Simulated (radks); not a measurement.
Species: Yb5+. Configuration: [Kr] 4d10 4f12 5s2 5p5. All-electron calculation, Dirac Kohn-Sham, PBE, spin-unpolarised, spherical densities, finite nucleus; open shells fill j = l - 1/2 first; Fermi nuclear charge, rms radius 5.3108 fm. Program: a radial shooting solver on a logarithmic mesh with Libxc functionals.

X-ray form factor f0, the Fourier transform of the density (f0(0) = 65):

sin(theta)/lambda (1/angstrom)  f0 (electrons)
0.05                                    64.514
0.1                                     63.111
0.15                                    60.942
0.2                                     58.219
0.25                                    55.169
0.3                                     51.997
0.4                                     45.864
0.5                                     40.472
0.6                                     35.905
0.8                                     28.732
1                                       23.543
1.25                                    19.235
1.5                                     16.556
2                                       13.061
